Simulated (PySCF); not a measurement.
Zn(SeH)2 (H2Se2Zn), SMILES [SeH][Zn][SeH].

The structure is a stationary point at B3LYP-D3(BJ)/def2-SVP. Other conformers were not sampled.

The numbers are results of IEF-PCM-M06-2X/def2-SVP (PySCF), not measurements.

The values are the electrostatic part of the solvation free energy, E(continuum) − E(gas) at the gas-phase geometry, in a cavity of scaled van der Waals radii (PySCF's table); cavitation and dispersion terms are not included. A continuum can't describe solvent molecules that bind to the metal. In vacuum the orbital gap is 7.54 eV. The dipole moment in vacuum is 0.92 D.

```json
[
 {"solvent": "water", "ε": "78.36", "ΔG(elec) (kcal/mol)": "-17.7", "dipole (D)": "1.28", "gap (eV)": "8.05"},
 {"solvent": "chlorobenzene", "ε": "5.70", "ΔG(elec) (kcal/mol)": "-12.7", "dipole (D)": "1.18", "gap (eV)": "7.89"},
 {"solvent": "ethylethanoate", "ε": "5.99", "ΔG(elec) (kcal/mol)": "-12.9", "dipole (D)": "1.18", "gap (eV)": "7.90"}
]
```
